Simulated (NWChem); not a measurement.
# CH₃ClGeO; SMILES O=[CH][GeH2][Cl]

```xyz
7

O      0.4661    -2.6271     0.0000
C      0.8244    -1.4826     0.0000
Ge    -0.5352    -0.0130     0.0000
Cl     0.5486     1.8636     0.0000
H      1.9121    -1.2000     0.0000
H     -1.3931    -0.0763     1.2712
H     -1.3931    -0.0763    -1.2712
```
Atoms are numbered in this order, from 1.

Results from NWChem. Medium grid unless said otherwise, to which SCAN and Minnesota functionals are sensitive. Geometry: optimised at PBE0/def2-SVP.

Q: Among these, which level gives the lowest value of “highest occupied level (eV)”?
A) M05-2X/def2-SVP
B) KT2/def2-SVP
C) PBE/def2-SVP
D) B3LYP/def2-SVP

A: A, M05-2X/def2-SVP. Values: M05-2X/def2-SVP -8.73; B3LYP/def2-SVP -7.07; KT2/def2-SVP -6.03; PBE/def2-SVP -5.88
